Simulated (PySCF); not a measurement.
## Energy of In²⁺ (indium, charge +2) between two integer charges

The 5s alpha orbital of [Kr] 4d10 5s1 is emptied in steps (occupation f), with all orbitals relaxed, ending at [Kr] 4d10. Computed with PySCF 2.14 in aug-cc-pVTZ-PP with ECP28MDF (6s5p4d2f, 55 functions), with a scalar-relativistic core potential. The exact energy is a straight line in f; departures are measured from the line between the end points of the same method.

```csv
f,UHF (eV),LDA (eV),PBE (eV),PBE0 (eV),r2SCAN (eV),LC-wPBE (eV),BHandHLYP (eV),wB97X (eV),MN15 (eV),CAM-B3LYP (eV)
1,0.000,0.000,0.000,0.000,0.000,0.000,0.000,0.000,0.000,0.000
0.75,0.027,-0.833,-0.833,-0.608,-0.731,-0.090,-0.423,-0.131,-0.447,-0.383
0.5,0.035,-1.110,-1.116,-0.813,-0.973,-0.122,-0.567,-0.160,-0.584,-0.514
0.25,0.026,-0.830,-0.840,-0.611,-0.726,-0.096,-0.429,-0.108,-0.421,-0.388
0,0.000,0.000,0.000,0.000,0.000,0.000,0.000,0.000,0.000,0.000
```

| method | E(f=0) − E(f=1) (eV) | −ε at f=1 (eV) | −ε at f=0.5 (eV) |
| --- | --- | --- | --- |
| UHF | 26.619 | 26.763 | 26.617 |
| LDA | 29.089 | 24.646 | 29.099 |
| PBE | 28.659 | 24.233 | 28.640 |
| PBE0 | 28.277 | 25.040 | 28.268 |
| r2SCAN | 28.372 | 24.496 | 28.405 |
| LC-wPBE | 28.107 | 27.622 | 28.092 |
| BHandHLYP | 28.104 | 25.861 | 28.088 |
| wB97X | 27.803 | 27.059 | 27.870 |
| MN15 | 28.182 | 25.770 | 28.251 |
| CAM-B3LYP | 28.566 | 26.529 | 28.555 |

Orbital energy along the path (eV):

```csv
f,UHF,LDA,PBE,PBE0,r2SCAN,LC-wPBE,BHandHLYP,wB97X,MN15,CAM-B3LYP
1,-26.763,-24.646,-24.233,-25.040,-24.496,-27.622,-25.861,-27.059,-25.770,-26.529
0.75,-26.688,-26.869,-26.424,-26.649,-26.406,-27.865,-26.969,-27.492,-27.017,-27.538
0.5,-26.617,-29.099,-28.640,-28.268,-28.405,-28.092,-28.088,-27.870,-28.251,-28.555
0.25,-26.548,-31.316,-30.888,-29.903,-30.319,-28.339,-29.229,-28.135,-29.390,-29.587
0,-26.483,-33.486,-33.140,-31.524,-32.213,-28.638,-30.427,-28.334,-30.291,-30.658
```

Reference removal energy between the ground levels: 28.044 eV (measured; NIST Atomic Spectra Database, ionization energies). UHF lacks correlation.
